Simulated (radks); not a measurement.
The numbers below are computed, except where a source is named.
Task: All-electron atom: Rh+ in [Kr] 4d8. Code: a radial shooting solver on a logarithmic mesh with Libxc functionals. Model: Dirac Kohn-Sham, PBE, spin-unpolarised, spherical densities, finite nucleus; open shells fill j = l - 1/2 first; Fermi nuclear charge, rms radius 4.4945 fm. Some entries of the table are withheld. Estimate them.

orbital,occ.,eigenvalue (eV),<r^2> (bohr^2)
1s1/2,2,-23032.99,0.001438
2s1/2,2,-3344.824,0.02368
2p1/2,2,(1),0.01777
2p3/2,4,(2),0.01911
3s1/2,2,-603.9198,0.1746
3p1/2,2,-507.0924,0.1708
3p3/2,4,-482.2146,0.1802
3d3/2,4,-310.7968,0.1623
3d5/2,6,-305.8910,0.1652
4s1/2,2,(3),(4)
4p1/2,2,(5),1.294
4p3/2,4,(6),1.371
4d3/2,4,-13.7910,2.882
4d5/2,4,-13.3899,2.970

Result: 
(1) 2p1/2 eigenvalue (eV): -3097.456
(2) 2p3/2 eigenvalue (eV): -2952.837
(3) 4s1/2 eigenvalue (eV): -90.0798
(4) 4s1/2 <r^2> (bohr^2): 1.092
(5) 4p1/2 eigenvalue (eV): -60.7402
(6) 4p3/2 eigenvalue (eV): -56.8557
